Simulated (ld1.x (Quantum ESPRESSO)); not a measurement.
# indium (In): excitation energies, all-electron against TM semilocal

| Item | Value |
| --- | --- |
| Element | In (Z = 49) |
| Generator | ld1.x (Quantum ESPRESSO) 7.5 |
| Type | norm-conserving Troullier–Martins (semilocal form) |
| Functional | LDA (PZ) |
| Relativity | scalar-relativistic |
| Frozen core | [Kr] 4d10 |
| Valence charge | 3 |
| Reference configuration | 5s1.5 5p0 (charge +1.5) |
| Partial waves | 5s (bound): rc 1.95 bohr; 5p (bound, empty): rc 2.65 bohr; 5d channel at -0.15 Ry: rc 2.15 bohr |
| Local potential | the d channel |
| Core correction | Bessel-smoothed model core inside 1.55 bohr |

Energies are relative to the spin-unpolarised reference configuration 5s1.5 5p0; without spin polarisation the order of configurations can differ from experiment. Spin-polarised rows fill each open shell by Hund’s rule, majority spin first. The frozen-core shift is the all-electron ΔE with the core orbitals held at their reference shape minus the fully relaxed ΔE.

```
     valence configuration  charge  ΔE all-electron (eV)  error AE − PS (meV)  frozen-core shift (meV)
                   5s2 5p1       0               -14.322                  -62                      +76
                   5s2 5p0      +1                -8.727                  -22                      +26
                   5s1 5p0      +2                10.933                  -34                      +38
                 5s2 5p1.3    -0.3               -14.904                  -68                      +84
                   5s1 5p2       0                -8.384                  -17                      +21
                   5s0 5p3       0                -2.159                  -12                     +5.0
                   5s1 5p1      +1                -2.032                 -1.5                     +0.8
5s1.5 5p0 (spin-polarised)    +1.5                -0.048                 -1.0                     +1.4
```

Q: What are ΔE and the potential's error for 5s2 5p1 (spin-polarised)?

A: ΔE = -14.438 eV all-electron; the error (AE − PS) is -62 meV.
